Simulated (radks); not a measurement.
Results of a calculation; reference values are marked as such.
Valence configurations of F+ (all share [He]). Code: a radial shooting solver on a logarithmic mesh with Libxc functionals. Model: Dirac Kohn-Sham, PBE, spin-unpolarised, spherical densities, point nucleus; open shells fill j = l - 1/2 first. Energies are relative to 2s2 2p4; eigenvalues in eV.

valence      E (eV)  e(2p1/2)  e(2p3/2)  e(2s1/2)
2s2 2p4       0.000   -28.349   -28.275   -47.379
2s1.5 2p4.5   9.558   -28.411   -28.337   -47.464
2s1 2p5      19.127   -28.477   -28.403   -47.553
2s0.5 2p5.5  28.708   -28.545   -28.472   -47.645
2p6          38.300   -28.617   -28.544         -

NIST lists [He] 2s2 2p4 as the ground configuration; this level of theory agrees among the configurations tried. The energies are those of spherical spin-averaged densities, not of single terms.
